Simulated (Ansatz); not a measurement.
The cluster Ga₂S₃⁺. Charge 1, multiplicity 2. Geometry B3LYP-D4/def2-SVP; atoms count from 1.

```xyz
5

Ga    1.5165    0.3876   -0.6880
Ga   -1.2485   -0.6980    0.9366
S    -3.2900   -0.3743    1.0369
S     0.9150   -1.0600    0.8489
S     2.1070    1.7447   -2.1344
```

The structure comes from a short search, and lower isomers may exist.

**Question.** Estimate the Mulliken populations from the PBE0/def2-TZVP orbitals of Ansatz.

**Answer.** 
```csv
atom,charge (e),spin (α − β)
Ga1,0.55,-0.05
Ga2,0.55,-0.05
S3,0.00,0.52
S4,-0.10,0.06
S5,0.00,0.52
```
Mulliken values depend strongly on the basis.

**Question.** Where does the spin sit?

**Answer.** Summed by element: Ga -0.10, S 1.10, of 1 unpaired in all. Largest on single atoms: S3 0.52, S5 0.52, S4 0.06.

**Question.** And the Mayer bond orders between heavy atoms (over 0.3)?

**Answer.** Ga1–S4 1.16 (2.20 Å); Ga1–S5 1.80 (2.07 Å); Ga2–S3 1.80 (2.07 Å); Ga2–S4 1.16 (2.20 Å).
